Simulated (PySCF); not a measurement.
## Constants of AsO, step by step

State: ²Π, doublet, unpaired electrons π ↑. De refers to As + O. ROHF-based CCSD(T) in PySCF 2.14 with As cc-pwCVDZ-PP with ECP10, O aug-cc-pVDZ and As cc-pwCVTZ-PP with ECP10, O aug-cc-pVTZ (frozen core orbitals: 5; scalar-relativistic core potentials). Correlation energies are extrapolated as n⁻³ (n = 2, 3), Hartree–Fock as (n+1)·exp(−9√n).

```json
{"Level": "CCSD(T)/DZ", "Re (Å)": "1.6471", "ωe (cm⁻¹)": "910.8", "ωexe (cm⁻¹)": "4.66", "αe (cm⁻¹)": "0.00329", "De (eV)": "4.225"}
{"Level": "CCSD(T)/TZ", "Re (Å)": "1.6270", "ωe (cm⁻¹)": "964.5", "ωexe (cm⁻¹)": "4.79", "αe (cm⁻¹)": "0.00321", "De (eV)": "4.715"}
{"Level": "HF/CBS", "Re (Å)": "1.5737", "ωe (cm⁻¹)": "1155.0", "ωexe (cm⁻¹)": "4.07", "αe (cm⁻¹)": "0.00268", "De (eV)": "1.228"}
{"Level": "MP2/CBS", "Re (Å)": "1.6306", "ωe (cm⁻¹)": "953.3", "ωexe (cm⁻¹)": "3.97", "αe (cm⁻¹)": "0.00309", "De (eV)": "5.313"}
{"Level": "CCSD/CBS", "Re (Å)": "1.6071", "ωe (cm⁻¹)": "1032.8", "ωexe (cm⁻¹)": "4.25", "αe (cm⁻¹)": "0.00293", "De (eV)": "4.387"}
{"Level": "CCSD(T)/CBS", "Re (Å)": "1.6237", "ωe (cm⁻¹)": "973.5", "ωexe (cm⁻¹)": "4.75", "αe (cm⁻¹)": "0.00318", "De (eV)": "4.850"}
```

How much is left between CCSD(T)/TZ and the basis-set limit, and how much do the triples give at the limit?

CCSD(T)/CBS less CCSD(T)/TZ: -3.3 mÅ in Re, +9.0 cm⁻¹ in ωe and +0.135 eV in De. CCSD(T)/CBS less CCSD/CBS: +16.6 mÅ in Re, -59.3 cm⁻¹ in ωe and +0.463 eV in De.

The T1 diagnostic is 0.027. The state was picked by a PBE0 search and need not be the measured ground state. Spin–orbit coupling, excitations beyond (T) and corrections to the Born–Oppenheimer picture are left out.

The whole job (state search and all basis sets along the bond) took about 45 min on 4 threads of Arm Neoverse V1 (shared host), peak memory 11 GiB.
